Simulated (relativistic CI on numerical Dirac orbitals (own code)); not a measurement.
Forbidden lines of Br³⁰⁺

Calculated at this level of theory: Dirac-Coulomb-Breit CI, KLI orbitals optimised for each configuration, model QED, unscaled Slater integrals (own radial code, finite nucleus).

CI space (outside the closed core 1s2): 2s2 2p, 2s 2p2, 2p3, 2p2 3s, 2p2 3p, 2p2 3d, 2s2 3s, 2s2 3p, 2s2 3d, 2s 2p 3s, 2s 2p 3p, 2s 2p 3d, 2s2 4s, 2s2 4p, 2s2 4d, 2s2 4f, 2s 2p 4s, 2s 2p 4p, 2s 2p 4d, 2s 2p 4f, 2s2 5s, 2s2 5p, 2s2 5d, 2s2 5f, 2s2 5g, 2s 3s2, 2s 3s 3p, 2s 3s 3d, 2s 3p2, 2s 2p 5s, 2s 3p 3d, 2s 2p 5p, 2s 2p 5d, 2s 2p 5f, 2p 3s2, 2s 2p 5g. Levels of other configurations are missing.

| λ vac (Å) | Lower | Upper | Type | A (s⁻¹) | gf | Branching (%) |
| --- | --- | --- | --- | --- | --- | --- |
| 5.6504 | 2s 2p2 4P_5/2 [5] | 2p2 3d 2G_9/2 [115] | E2 | 2.63e+09 | 1.26e-04 | 2.4 |
| 5.7731 | 2s 2p2 4P_3/2 [4] | 2p2 3d 4F_7/2 [93] | E2 | 6.99e+10 | 2.79e-03 | 3.3 |
| 5.7911 | 2s 2p2 4P_5/2 [5] | 2p2 3d 4F_9/2 [98] | E2 | 7.00e+10 | 3.52e-03 | 72.8 |
| 5.8027 | 2s 2p2 4P_5/2 [5] | 2p2 3d 2F_7/2 [95] | E2 | 4.95e+10 | 2.00e-03 | 32.4 |
| 5.8060 | 2s 2p2 2D_5/2 [8] | 2p2 3d 2G_9/2 [115] | E2 | 6.92e+10 | 3.50e-03 | 64.2 |
| 5.8974 | 2s 2p2 2D_3/2 [6] | 2p2 3d 2F_7/2 [95] | E2 | 1.18e+10 | 4.90e-04 | 7.7 |
| 5.9546 | 2s 2p2 2D_5/2 [8] | 2p2 3d 4F_9/2 [98] | E2 | 2.12e+09 | 1.13e-04 | 2.2 |
| 5.9668 | 2s 2p2 2D_5/2 [8] | 2p2 3d 2F_7/2 [95] | E2 | 4.27e+09 | 1.82e-04 | 2.8 |
| 6.0987 | 2s 2p2 2P_3/2 [10] | 2p2 3d 2F_7/2 [95] | E2 | 4.17e+09 | 1.86e-04 | 2.7 |
| 6.1505 | 2s 2p2 4P_3/2 [4] | 2s 2p 3p 4D_7/2 [42] | E2 | 1.14e+10 | 5.18e-04 | 34.2 |
| 6.2015 | 2s 2p2 4P_5/2 [5] | 2s 2p 3p 4D_7/2 [42] | E2 | 1.26e+10 | 5.79e-04 | 37.7 |
| 6.2987 | 2s 2p2 2D_5/2 [8] | 2s 2p 3d 4F°_9/2 [50] | M2 | 1.80e+08 | 1.07e-05 | 16.6 |
| 6.3615 | 2s2 2p 2P°_3/2 [2] | 2s2 3p 2P°_1/2 [17] | E2 | 2.77e+10 | 3.36e-04 | 3.8 |
| 6.3893 | 2s 2p2 2D_5/2 [8] | 2s 2p 3p 4D_7/2 [42] | E2 | 4.14e+09 | 2.03e-04 | 12.4 |
| 229.76 | 2s2 2p 2P°_1/2 [1] | 2s2 2p 2P°_3/2 [2] | M1 | 7.34e+05 | 2.32e-05 | 100.0 |

Terms are leading LS components. Brackets give the number of a level in order of energy, since labels repeat. The list gives strong lines, with weight on those to low levels, among the lowest 309 of 358 levels, so that lines to higher ones, which can be the strongest, are missing. Levels whose partners in the same complex of configurations lie outside the list can be far off, and so can their lines. Rates are taken at the computed energies, electric ones in the length gauge.

At this charge energies of transitions that change n are usually good to better than 1 %, and those within a shell (Δn = 0) to a few per cent.

LS names give the leading component of a level, which can be under half, so a name can repeat, a term be missing and a line seem to break the LS rules.
